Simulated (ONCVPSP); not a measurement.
## Configuration tests for nitrogen (N) (ONCV)

```
Element                 : N
Generator               : ONCVPSP 4.0.1
Type                    : optimised norm-conserving Vanderbilt (ONCV)
Functional              : LDA (Perdew-Wang 92)
Relativity              : scalar-relativistic
Frozen core             : [He]
Valence charge          : 5
Reference configuration : 2s2 2p3
Partial waves           : 2s: rc 1.00 bohr, ncon 4, nbas 9, qcut 6.6 1/bohr, 2 projectors, debl 2.3 Ha; 2p: rc 2.45 bohr, ncon 3, nbas 6, qcut 6.9 1/bohr, 1 projector
Local potential         : polynomial inside 0.70 bohr (lpopt 5, dvloc0 0 Ha)
Core correction         : polynomial model core, fcfact 0.65
```

Energies are relative to the spin-unpolarised reference configuration 2s2 2p3; without spin polarisation the order of configurations can differ from experiment.

```
valence configuration  charge  ΔE all-electron (eV)  error AE − PS (meV)
              2s2 2p2      +1                13.731                 +107
              2s2 2p1      +2                42.703                 +871
              2s1 2p4       0                11.204                  -19
```

(1) What are ΔE and the potential's error for 2s2 2p0?

Answers

(1) ΔE = 89.873 eV all-electron; the error (AE − PS) is +3238 meV.
